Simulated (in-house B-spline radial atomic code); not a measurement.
Ge⁵⁺: [Ne] 3s2 3p5 3d9 4p1 (an excited or competing configuration)

All numbers are computed (non-relativistic wB97X, spin-polarised, spherical fractional occupations, exact exchange averaged over the configuration; point nucleus) with a B-spline radial code for spherical atoms, not measured.

Effective charges: Z_r = [3n² - l(l+1)]/(2<r>) from the radius, Z_e = n√(-2ε) from the energy, and Slater's rules. Values are occupation-weighted means over spin.

| shell | electrons | ε (eV) | <r> (bohr) | Z_r | Z_e | Slater |
| --- | --- | --- | --- | --- | --- | --- |
| 1s | 2 | -10943 | 0.04784 | 31.35 | 28.36 | 31.70 |
| 2s | 2 | -1450.2 | 0.2136 | 28.10 | 20.65 | 27.85 |
| 2p | 6 | -1301.5 | 0.1851 | 27.01 | 19.56 | 27.85 |
| 3s | 2 | -261 | 0.6227 | 21.68 | 13.14 | 21.10 |
| 3p | 5 | -211.69 | 0.6325 | 19.76 | 11.83 | 21.10 |
| 3d | 9 | -124.02 | 0.6567 | 15.99 | 9.06 | 12.20 |
| 4p | 1 | -63.746 | 1.776 | 12.95 | 8.66 | 8.40 |

The least bound orbital is 4p up at -63.75 eV, and it is also the most diffuse (<r> = 1.776 bohr).
